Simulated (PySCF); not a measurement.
prop-1-ynylcyclopropane (C6H8), SMILES C1CC1C#CC. Coordinates come from a B3LYP-D3(BJ)/def2-SVP optimisation.

Computed equilibrium geometry at B3LYP-D3(BJ)/def2-SVP (PySCF confirms it by a frequency run) as bond lengths and angles:
Atoms: C1 C2 C3 C4 C5 C6 H7 H8 H9 H10 H11 H12 H13 H14. Bonds (Å): C1–C2 1.459, C1–H7 1.103, C1–H8 1.103, C1–H9 1.103, C2–C3 1.214, C3–C4 1.442, C4–C5 1.520, C4–C6 1.520, C4–H10 1.096, C5–C6 1.500, C5–H11 1.093, C5–H12 1.093, C6–H13 1.093, C6–H14 1.093. Angles (°): C2–C1–H7 111.1, C2–C1–H8 111.4, C2–C1–H9 111.6, H7–C1–H8 107.4, H7–C1–H9 107.5, H8–C1–H9 107.6, C1–C2–C3 179.8, C2–C3–C4 179.9, C3–C4–C5 120.4, C3–C4–C6 120.4, C3–C4–H10 114.6, C5–C4–C6 59.1, C5–C4–H10 115.6, C6–C4–H10 115.6, C4–C5–C6 60.4, C4–C5–H11 116.9, C4–C5–H12 117.3, C6–C5–H11 118.2, C6–C5–H12 118.7, H11–C5–H12 114.7, C4–C6–C5 60.4, C4–C6–H13 116.9, C4–C6–H14 117.3, C5–C6–H13 118.2, C5–C6–H14 118.7, H13–C6–H14 114.7.
Charge 0, spin multiplicity 1.
